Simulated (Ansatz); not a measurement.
`F[CH]I` radical, relaxed with UKS PBE-D4/def2-SVP in Ansatz from a rough embedded geometry. The force threshold is 0.03 eV/Å; the program also tests the step.

The species carries charge 0 and has multiplicity 2. I takes the def2 core potential.

Start:

```xyz
4

F     1.110   -0.229   -0.860
C    -0.048   -0.037   -0.136
I    -0.108    0.630    1.773
H    -0.953   -0.364   -0.777
```

Problem. By how much does the energy fall, and how many steps does the optimiser take? (Best estimate.)

Solution. Computed: 23.00 kJ/mol, in 6 steps.

Problem. Which bonds change most? (Best estimate.)

Solution. The calculation gave: C2–I3 from 2.023 to 2.108 Å; F1–C2 from 1.379 to 1.330 Å; C2–H4 from 1.156 to 1.108 Å.

Problem. Give the relaxed structure. (An estimate is asked.)

Solution. The calculation gave: 
```xyz
4

F     1.104   -0.275   -0.789
C    -0.062    0.132   -0.296
I    -0.105    0.570    1.765
H    -0.937   -0.427   -0.681
```
